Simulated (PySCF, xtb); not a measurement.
C₃H₆O, SMILES C=C(C)O.

GFN2-xTB in xtb 6.7.1 at its own geometry gives an orbital gap of 5.26 eV and a dipole moment of 0.74 D.

The structure is a stationary point at PBE0-D3(BJ)/def2-SVP. The values are those of a single conformer.

What does PySCF with PBE/def2-TZVP give? (The exact figures need the calculation; the answer reports its results.)

gap 5.21 eV (levels -5.35 and -0.13 eV), dipole 0.47 D.
